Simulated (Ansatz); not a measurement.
C₂H₂N₃, doublet (typed; the unrestricted solution is spin-contaminated), geometry from GFN2-xTB; CCSD(T)/6-31G (Ansatz, a quantum-chemistry and plane-wave program).

Input for Ansatz:
Ansatz 0.2 input:
```yaml
crystal:
  periodic: [false, false, false]
  atoms:
    - {symbol: C, position_ang: [1.15103063, -0.07704044, -0.13352496]}
    - {symbol: N, position_ang: [0.38739531, -1.12905291, -0.11468461]}
    - {symbol: N, position_ang: [-0.84080544, -0.58618564, 0.05691775]}
    - {symbol: C, position_ang: [-0.72106642, 0.75689317, 0.12845024]}
    - {symbol: N, position_ang: [0.54227761, 1.09498140, 0.00861816]}
    - {symbol: H, position_ang: [-1.66218032, -1.17101222, 0.11174962]}
    - {symbol: H, position_ang: [-1.53967730, 1.43369588, 0.26273960]}
basis:
  gaussian:
    orbitals: 6-31G
magnetization: {spin_polarized: true, initial_magnetization: 1}
correlation: {method: ccsd_t}
accuracy: high
```

The log (banner, timings and long lists left out):

```
Functional definition: HF
1330 factors; integrals over basis functions are off by at most 3.4e-9 eV
mean field evaluation 1: about -6527.7701 eV, gradient 2.1e1 eV
mean field evaluation 2: about -6527.7890 eV, gradient 2.1e1 eV
mean field evaluation 4: about -6530.6956 eV, gradient 3.2e0 eV
mean field evaluation 8: about -6530.8734 eV, gradient 6.2e-1 eV
mean field evaluation 16: about -6530.9673 eV, gradient 1.6e-5 eV
mean field evaluation 32: about -6530.9409 eV, gradient 2.4e-1 eV
mean field evaluation 64: about -6527.8499 eV, gradient 6.5e-4 eV
mean field -6530.96729721 eV, -240.0086213239 hartree, gradient 2.8e-8 eV, S^2 1.011919; 2 other end points of the search recorded, 0 dependent functions left out
determinant -6530.96729721 eV, -240.0086213239 hartree, with singles and doubles -6544.41509786 eV, -240.5028188824 hartree
determinant -6527.84985540 eV, -239.8940574504 hartree, with singles and doubles -6540.96065869 eV, -240.3758705844 hartree
5 core orbitals not correlated
reference -6530.96729721 eV, -240.0086213239 hartree; 13, 12 occupied and 31, 32 virtual orbitals, 1330 factors
second order -12.52310749 eV of doubles, -0.00000000 eV of singles
cycle   1  -13.44828451 eV  change   -4.8e-4 eV  update   2.8e-3
cycle   2  -13.44902222 eV  change   -7.4e-4 eV  update   1.9e-3
cycle   3  -13.44888324 eV  change    1.4e-4 eV  update   1.1e-3
cycle   4  -13.44933912 eV  change   -4.6e-4 eV  update   4.8e-4
cycle   5  -13.45072128 eV  change   -1.4e-3 eV  update   2.0e-4
cycle   6  -13.45130733 eV  change   -5.9e-4 eV  update   8.2e-5
cycle   7  -13.45131809 eV  change   -1.1e-5 eV  update   3.5e-5
cycle   8  -13.45131562 eV  change    2.5e-6 eV  update   1.5e-5
cycle   9  -13.45130930 eV  change    6.3e-6 eV  update   7.3e-6
cycle  10  -13.45130887 eV  change    4.2e-7 eV  update   3.9e-6
cycle  11  -13.45131025 eV  change   -1.4e-6 eV  update   1.9e-6
cycle  12  -13.45130817 eV  change    2.1e-6 eV  update   9.8e-7
cycle  13  -13.45130737 eV  change    8.0e-7 eV  update   4.3e-7
cycle  14  -13.45130700 eV  change    3.7e-7 eV  update   2.1e-7
cycle  15  -13.45130701 eV  change   -5.1e-9 eV  update   1.2e-7
cycle  16  -13.45130705 eV  change   -4.4e-8 eV  update   7.4e-8
cycle  17  -13.45130711 eV  change   -5.8e-8 eV  update   4.7e-8
cycle  18  -13.45130723 eV  change   -1.2e-7 eV  update   1.5e-7
cycle  19  -13.45130721 eV  change    1.6e-8 eV  update   5.0e-8
cycle  20  -13.45130723 eV  change   -1.7e-8 eV  update   1.9e-8
cycle  21  -13.45130723 eV  change  -2.8e-10 eV  update   8.6e-9
cycle  22  -13.45130723 eV  change   -2.2e-9 eV  update   3.5e-9
cycle  23  -13.45130723 eV  change   -2.0e-9 eV  update   1.5e-9
cycle  24  -13.45130724 eV  change   -1.3e-9 eV  update  6.3e-10
perturbative correction -0.52388349 eV, -0.0192523630 hartree
Total energy: -6544.94248793 eV, -240.5222001102 hartree
```
